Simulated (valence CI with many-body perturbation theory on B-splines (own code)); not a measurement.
Values are calculated unless marked as measured or tabulated.
## Energy levels of Sm49+

Level of theory: valence CI with perturbative core correlation (CI+MBPT): three valence electrons over a frozen Dirac-Fock core [Ne], a basis of 11 s, 11 p, 9 d, 7 f, 5 g, 2 h, 1 i functions for each j, with the one-electron correlation potential Σ1 (screened to all orders), the two-electron term Σ2, the three-electron term Σ3, Breit, model QED; selected single and double excitations, second order for the rest (own B-spline code, finite nucleus).

No measured spectrum was set against this ion. As an estimate, large intervals hold to a few tenths of a per cent, small ones and those within an open d or f shell to about a per cent.

Levels 1 to 45 of 68, with energies above the lowest level, (3s^2 3p1/2) J=1/2. "Leading %" is the weight of the configuration and term that name the level; weights of strongly mixed levels are sums over their largest components and can fall short. In the jj column 3d3/2^4 stands for four electrons in 3d with j = 3/2.

```tsv
No.	Configuration	Term	J	E (eV)	Leading %	g	Second component	Leading jj
1	3s2 3p	2P°	1/2	0.00	99	0.654		3s^2 3p1/2 (99 %)
2	3s 3p2	4P	1/2	126.18	59	2.202	28 % 3s 3p2 2S	3s 3p1/2^2 (97 %)
3	3s2 3p	2P°	3/2	157.62	99	1.325		3s^2 3p3/2 (99 %)
4	3s 3p2	4P	3/2	261.16	91	1.651	7 % 3s 3p2 2D	3s 3p1/2 3p3/2 (99 %)
5	3s 3p2	2D	5/2	275.07	56	1.355	41 % 3s 3p2 4P	3s 3p1/2 3p3/2 (96 %)
6	3s 3p2	2D	3/2	293.04	56	0.952	26 % 3s 3p2 2P	3s 3p1/2 3p3/2 (83 %)
7	3s 3p2	2P	1/2	301.31	71	1.222	26 % 3s 3p2 4P	3s 3p1/2 3p3/2 (96 %)
8	3s2 3d	2D	3/2	343.30	83	0.832	8 % 3s 3p2 2D	3s^2 3d3/2 (83 %)
9	3s2 3d	2D	5/2	371.56	92	1.221	7 % 3s 3p2 4P	3s^2 3d5/2 (92 %)
10	3p3	2P°	3/2	419.16	34	1.206	23 % 3p3 2D°	3p1/2^2 3p3/2 (75 %)
11	3s 3p2	4P	5/2	431.55	51	1.398	43 % 3s 3p2 2D	3s 3p3/2^2 (93 %)
12	3s 3p 3d	4F°	3/2	433.06	73	0.575	13 % 3s 3p 3d 2D°	3s 3p1/2 3d3/2 (86 %)
13	3s 3p 3d	4F°	5/2	443.22	49	1.037	24 % 3s 3p 3d 2F°	3s 3p1/2 3d3/2 (95 %)
14	3s 3p2	2S	1/2	459.39	69	1.883	15 % 3s 3p2 2P	3s 3p3/2^2 (98 %)
15	3s 3p 3d	4D°	1/2	464.00	63	0.374	30 % 3s 3p 3d 2P°	3s 3p1/2 3d3/2 (97 %)
16	3s 3p2	2P	3/2	464.89	64	1.197	28 % 3s 3p2 2D	3s 3p3/2^2 (97 %)
17	3s 3p 3d	4D°	3/2	467.02	40	1.310	23 % 3s 3p 3d 4P°	3s 3p1/2 3d3/2 (83 %)
18	3s 3p 3d	4P°	5/2	480.00	38	1.350	29 % 3s 3p 3d 4D°	3s 3p1/2 3d5/2 (98 %)
19	3s 3p 3d	4F°	7/2	489.36	50	1.248	27 % 3s 3p 3d 2F°	3s 3p1/2 3d5/2 (96 %)
20	3s 3p 3d	2F°	5/2	498.27	49	1.052	18 % 3s 3p 3d 2D°	3s 3p1/2 3d5/2 (94 %)
21	3s 3p 3d	2D°	3/2	502.48	41	1.132	31 % 3s 3p 3d 2P°	3s 3p1/2 3d5/2 (78 %)
22	3p3	2D°	5/2	572.62	71	1.150	14 % 3s 3p 3d 2F°	3p1/2 3p3/2^2 (71 %)
23	3p3	2D°	3/2	576.66	45	1.377	44 % 3p3 4S°	3p1/2 3p3/2^2 (89 %)
24	3p2 3d	2D	3/2	587.87	38	0.766	37 % 3p2 3d 4F	3p1/2^2 3d3/2 (98 %)
25	3p3	2P°	1/2	588.00	84	0.676	14 % 3s 3p 3d 2P°	3p1/2 3p3/2^2 (84 %)
26	3s 3p 3d	4D°	3/2	602.38	42	1.321	38 % 3s 3p 3d 4P°	3s 3p3/2 3d3/2 (98 %)
27	3s 3p 3d	4P°	1/2	603.54	85	2.273	13 % 3s 3p 3d 4D°	3s 3p3/2 3d3/2 (97 %)
28	3s 3p 3d	4D°	5/2	603.76	48	1.256	20 % 3s 3p 3d 4F°	3s 3p3/2 3d3/2 (83 %)
29	3s 3p 3d	4F°	7/2	606.84	40	1.270	34 % 3s 3p 3d 4D°	3s 3p3/2 3d3/2 (84 %)
30	3s 3p 3d	4F°	9/2	621.74	100	1.325		3s 3p3/2 3d5/2 (100 %)
31	3s 3p 3d	2D°	3/2	626.77	63	0.995	25 % 3s 3p 3d 4P°	3s 3p3/2 3d3/2 (70 %)
32	3p2 3d	2D	5/2	633.79	29	1.194	22 % 3p2 3d 4D	3p1/2^2 3d5/2 (96 %)
33	3s 3p 3d	4P°	5/2	639.89	32	1.239	25 % 3s 3p 3d 2F°	3s 3p3/2 3d5/2 (67 %)
34	3s 3p 3d	2F°	5/2	642.14	50	1.044	31 % 3s 3p 3d 2D°	3s 3p3/2 3d3/2 (60 %)
35	3s 3p 3d	2P°	1/2	644.49	70	0.608	20 % 3s 3p 3d 4D°	3s 3p3/2 3d3/2 (84 %)
36	3s 3p 3d	2F°	7/2	649.64	74	1.203	23 % 3s 3p 3d 4D°	3s 3p3/2 3d5/2 (86 %)
37	3s 3p 3d	2P°	3/2	650.56	44	1.165	40 % 3s 3p 3d 2D°	3s 3p3/2 3d5/2 (67 %)
38	3s 3p 3d	2F°	7/2	663.72	73	1.196	19 % 3s 3p 3d 4D°	3s 3p3/2 3d5/2 (97 %)
39	3s 3p 3d	2P°	1/2	672.49	84	0.689	9 % 3p3 2P°	3s 3p3/2 3d5/2 (86 %)
40	3s 3p 3d	2P°	3/2	680.08	79	1.303	7 % 3s 3p 3d 2D°	3s 3p3/2 3d5/2 (97 %)
41	3s 3p 3d	2D°	5/2	682.24	63	1.116	21 % 3s 3p 3d 2F°	3s 3p3/2 3d5/2 (91 %)
42	3p2 3d	2F	5/2	725.03	52	0.934	35 % 3p2 3d 4F	3p1/2 3p3/2 3d3/2 (91 %)
43	3p2 3d	4F	3/2	731.33	40	0.922	28 % 3p2 3d 2P	3p1/2 3p3/2 3d3/2 (98 %)
44	3p2 3d	4D	1/2	733.56	81	0.163	16 % 3p2 3d 2P	3p1/2 3p3/2 3d3/2 (99 %)
45	3p2 3d	2G	7/2	735.82	44	1.045	28 % 3p2 3d 2F	3p1/2 3p3/2 3d3/2 (91 %)
```

The ionisation energy to 3s2 1S_0 of the next ion comes out as 4338.6 eV (NIST: 4337 ± 4 eV (theoretical)). All 68 levels together are meant to be complete up to 849.37 eV.
